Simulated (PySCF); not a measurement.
Cl₂GeH, SMILES [GeH]([Cl])[Cl], multiplicity 2.

Geometry optimised at ωB97X-D3(BJ)/def2-TZVP. The isomer is the one that the SMILES or the coordinates give; other isomers of the formula were not compared.

The numbers are results of TDA-PBE0/def2-SVPD (PySCF), not measurements.

Vertical excitations. 

```csv
state,energy (eV),λ (nm),f,main pairs
root 1,3.89,319,0.000,β HOMO→LUMO 99 %
root 2,4.00,310,0.005,β HOMO−1→LUMO 98 %
root 3,4.18,296,0.016,β HOMO−2→LUMO 95 %
root 4,4.63,268,0.001,"α HOMO→LUMO 63 %, β HOMO−3→LUMO 35 %"
root 5,4.88,254,0.044,"α HOMO→LUMO 35 %, β HOMO−3→LUMO 62 %"
root 6,5.08,244,0.052,α HOMO→LUMO+1 96 %
root 7,5.71,217,0.002,"α HOMO→LUMO+2 6 %, β HOMO−4→LUMO 89 %"
root 8,5.93,209,0.022,β HOMO−5→LUMO 95 %
root 9,6.02,206,0.065,"α HOMO→LUMO+2 89 %, β HOMO−4→LUMO 6 %"
root 10,6.78,183,0.003,"α HOMO−1→LUMO 62 %, β HOMO→LUMO+1 32 %"
```
Unrestricted roots are not spin-pure.
